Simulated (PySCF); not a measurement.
Job for PySCF: D3(BJ) and D4 dispersion corrections on ClFH2 (a complex), monomers drawn apart or pushed together.

```python
from pyscf import gto
from pyscf.dispersion import dftd3, dftd4

mol = gto.M(
    atom='''
    F    -0.01249353   -0.08389304   -0.13913820
    H     0.15444039    0.13382320    0.75090877
    Cl   -0.02165728    0.44140828    2.78182397
    H    -1.23632147    0.02399773    2.76299874
    ''',
    basis='def2-svp',
    charge=0, spin=0, verbose=0, max_memory=1800)
d3, d4 = {}, {}
for xc in ['hf', 'pbe', 'blyp', 'revpbe', 'tpss', 'r2scan', 'b3lyp', 'pbe0', 'bhlyp', 'camb3lyp', 'b2plyp']:
    d3[xc] = float(dftd3.DFTD3Dispersion(mol, xc=xc, version='d3bj', atm=False).get_dispersion()['energy'])
    print(f'D3(BJ) {xc:10s} {d3[xc]:14.8f} Eh')
for xc in ['hf', 'pbe', 'blyp', 'revpbe', 'tpss', 'r2scan', 'b3lyp', 'pbe0', 'bhlyp', 'camb3lyp', 'b2plyp']:
    d4[xc] = float(dftd4.DFTD4Dispersion(mol, xc={'camb3lyp': 'cam-b3lyp'}.get(xc, xc), atm=True).get_dispersion()['energy'])
    print(f'D4     {xc:10s} {d4[xc]:14.8f} Eh')
```

Program output:

```
D3(BJ) hf            -0.01004329 Eh
D3(BJ) pbe           -0.00118361 Eh
D3(BJ) blyp          -0.00249622 Eh
D3(BJ) revpbe        -0.00314494 Eh
D3(BJ) tpss          -0.00146934 Eh
D3(BJ) r2scan        -0.00030904 Eh
D3(BJ) b3lyp         -0.00201949 Eh
D3(BJ) pbe0          -0.00099154 Eh
D3(BJ) bhlyp         -0.00152366 Eh
D3(BJ) camb3lyp      -0.00085184 Eh
D3(BJ) b2plyp        -0.00089853 Eh
D4     hf            -0.00342362 Eh
D4     pbe           -0.00092291 Eh
D4     blyp          -0.00208065 Eh
D4     revpbe        -0.00316402 Eh
D4     tpss          -0.00125666 Eh
D4     r2scan        -0.00022907 Eh
D4     b3lyp         -0.00147825 Eh
D4     pbe0          -0.00077242 Eh
D4     bhlyp         -0.00101360 Eh
D4     camb3lyp      -0.00076970 Eh
D4     b2plyp        -0.00064839 Eh
```

The run finished.

Cost: very roughly 0.020 core-seconds.
